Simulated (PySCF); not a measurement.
Gas-phase equilibrium of 1 mol HCl, 11 mol O₂ at 1000 K and 1.01 bar, among 14 species (ClO, O₂, HCl, O, HO₂, H₂O, H, HOCl, H₂O₂, O₃, H₂, Cl, Cl₂, OH). Only gases are allowed; each row takes one source of thermochemistry for all species, and Cantera finds the minimum.

Computed with PySCF and rigid-rotor harmonic-oscillator thermochemistry at 1 bar. 'Table' is the NASA 1993 thermochemical table (part measured, part estimated). † marks an energy on the PBE0/def2-TZVP geometry and frequencies. Open shells (unrestricted) among the columns below: O₂ (multiplicity 3), Cl (multiplicity 2, electronic degeneracy 6); the rest are closed-shell singlets. Spin-orbit splitting is ignored; it lowers the true energy and changes the entropy of Cl. The harmonic model lacks anharmonicity and excited electronic states, which grow with temperature; levels with a mode under 35 cm⁻¹ are left out. The table's entry may be an old estimate for HOCl (not checked at source).

Molecules larger than those listed are left out.

With table thermochemistry: O₂ 0.92, HCl 0.039, H₂O 0.022, Cl₂ 0.022, Cl 5.8e-5, HOCl 6.2e-6.

Question: How far does the composition move with the other sources (BLYP/def2-TZVP†, PBE0/def2-SVP†, LDA/def2-TZVP†, ωB97M-V/def2-TZVP†, ωB97X-V/def2-TZVP†)?

Answer: 
```json
[
 {"thermochemistry": "table", "x O₂": "0.92", "x HCl": "0.039", "x H₂O": "0.022", "x Cl₂": "0.022", "x Cl": "5.8e-5", "x HOCl": "6.2e-6"},
 {"thermochemistry": "BLYP/def2-TZVP†", "x O₂": "0.92", "x HCl": "0.066", "x H₂O": "0.0088", "x Cl₂": "0.0087", "x Cl": "5.6e-5", "x HOCl": "2.7e-6"},
 {"thermochemistry": "PBE0/def2-SVP†", "x O₂": "0.92", "x HCl": "0.080", "x H₂O": "0.0018", "x Cl₂": "0.0017", "x Cl": "7.7e-5", "x HOCl": "2.5e-7"},
 {"thermochemistry": "LDA/def2-TZVP†", "x O₂": "0.92", "x HCl": "0.031", "x H₂O": "0.027", "x Cl₂": "0.027", "x Cl": "1.6e-7", "x HOCl": "4.3e-5"},
 {"thermochemistry": "ωB97M-V/def2-TZVP†", "x O₂": "0.92", "x HCl": "0.055", "x H₂O": "0.014", "x Cl₂": "0.014", "x Cl": "3.4e-5", "x HOCl": "5.7e-6"},
 {"thermochemistry": "ωB97X-V/def2-TZVP†", "x O₂": "0.92", "x HCl": "0.068", "x H₂O": "0.0078", "x Cl₂": "0.0078", "x Cl": "4.3e-5", "x HOCl": "2.2e-6"}
]
```
The most sensitive of these is Cl: it spans a factor of 10^2.7 over these rows; at this temperature one factor of ten is RT ln 10 = 19 kJ/mol.
